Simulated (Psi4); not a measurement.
C₃H₉B (SMILES CB(C)C), singlet, geometry from GFN2-xTB, atoms displaced at random by about 0.03 Å a coordinate; PBE0/STO-3G, gradient (Psi4 1.11).

Input for Psi4:
```
memory 2 GB

molecule mol {
0 1
B    -0.002868    0.051254    0.002354
C     1.486757   -0.137200   -0.392193
H     1.820781   -1.166105   -0.365172
H     2.176823    0.317815    0.385382
H     1.719246    0.202214   -1.373249
C    -0.533084   -0.619655    1.283586
H    -1.278392   -1.343063    1.114661
H    -1.057944    0.122878    1.938486
H     0.235659   -1.053560    1.940660
C    -0.924926    0.759566   -0.942772
H    -1.976313    0.851133   -0.591553
H    -0.992108    0.316816   -1.905420
H    -0.579694    1.788048   -1.185307
symmetry c1
no_reorient
no_com
}

set {
  basis sto-3g
  reference rks
}

gradient('pbe0')
print_variables()
```

It wrote (shortened):

```
gradient() will perform analytic gradient computation.

   => Loading Basis Set <=

    Name: STO-3G
    Role: ORBITAL
    Keyword: BASIS

         ---------------------------------------------------------
                                   SCF
               by Justin Turney, Rob Parrish, Andy Simmonett
                          and Daniel G. A. Smith
                              RKS Reference
         ---------------------------------------------------------

  ==> Geometry <==

    Molecular point group: c1
    Full point group: C1

    Geometry (in Angstrom), charge = 0, multiplicity = 1:

       Center              X                  Y                   Z               Mass
    ------------   -----------------  -----------------  -----------------  -----------------
         B           -0.002868000000     0.051254000000     0.002354000000    11.009305360000
         C            1.486757000000    -0.137200000000    -0.392193000000    12.000000000000
         H            1.820781000000    -1.166105000000    -0.365172000000     1.007825032230
         H            2.176823000000     0.317815000000     0.385382000000     1.007825032230
         H            1.719246000000     0.202214000000    -1.373249000000     1.007825032230
         C           -0.533084000000    -0.619655000000     1.283586000000    12.000000000000
         H           -1.278392000000    -1.343063000000     1.114661000000     1.007825032230
         H           -1.057944000000     0.122878000000     1.938486000000     1.007825032230
         H            0.235659000000    -1.053560000000     1.940660000000     1.007825032230
         C           -0.924926000000     0.759566000000    -0.942772000000    12.000000000000
         H           -1.976313000000     0.851133000000    -0.591553000000     1.007825032230
         H           -0.992108000000     0.316816000000    -1.905420000000     1.007825032230
         H           -0.579694000000     1.788048000000    -1.185307000000     1.007825032230

  Running in c1 symmetry.

  Rotational constants: A =      0.25630  B =      0.25145  C =      0.13590 [cm^-1]
  Rotational constants: A =   7683.60182  B =   7538.28386  C =   4074.18692 [MHz]
  Nuclear repulsion =  114.519504473612344

  Charge       = 0
  Multiplicity = 1
  Electrons    = 32
  Nalpha       = 16
  Nbeta        = 16

  ==> Algorithm <==

  SCF Algorithm Type is DF.
  DIIS enabled.
  MOM disabled.
  Fractional occupation disabled.
  Guess Type is SAD.
[...]
  @DF-RKS Final Energy:  -142.69770983521130
    Total Energy =                       -142.6977098352112989
[...]
    M. Ernzerhof and G. E. Scuseria,  J. Chem. Phys. 110, 5029 (1999) (10.1063/1.478401)

    Deriv               =              1
    GGA                 =           TRUE
    Meta                =          FALSE

    Exchange Hybrid     =           TRUE
    MP2 Hybrid          =          FALSE

   => Exchange Functionals <=

    0.7500   Perdew, Burke & Ernzerhof

   => Exact (HF) Exchange <=

    0.2500               HF

   => Correlation Functionals <=

    1.0000   Perdew, Burke & Ernzerhof

   => LibXC Density Thresholds  <==

    XC_HYB_GGA_XC_PBEH:  1.00E-15

   => Molecular Quadrature <=

    Radial Scheme          =       TREUTLER
    Pruning Scheme         =           NONE
    Nuclear Scheme         =       TREUTLER

    Blocking Scheme        =         OCTREE
    BS radius alpha        =              1
    Pruning alpha          =              1
    Radial Points          =             75
    Spherical Points       =            302
    Total Points           =         276298
    Total Blocks           =           2101
    Max Points             =            256
    Max Functions          =             29
    Weights Tolerance      =       1.00E-15

  -Total Gradient:
     Atom            X                  Y                   Z
    ------   -----------------  -----------------  -----------------
       1       -0.025025342793     0.028729578450    -0.008658647708
       2       -0.027266294154    -0.004739558045    -0.037037677193
       3        0.006182173831     0.018436049333    -0.001891362546
       4        0.016604400584    -0.000138457872     0.021523242658
       5       -0.009991751183    -0.017972708045     0.021199788705
       6       -0.014587648081    -0.035337298300    -0.053639552540
       7        0.026154783427     0.030746380830     0.013426905562
       8       -0.006537675560     0.004922148611     0.012043126935
       9        0.000959922754     0.002738139530     0.007387702571
      10        0.049772308522    -0.055732374648     0.003577838194
      11       -0.012551628365    -0.000174457521     0.001364954135
      12       -0.003816980471     0.021503232120     0.027750304676
      13        0.000100503755     0.007003586870    -0.007034923143

  Variable Map:
  ----------------------------------------------------------------------------
[...]
  Array Variable Map:
  ----------------------------------------------------------------------------
[...]
[...]
```
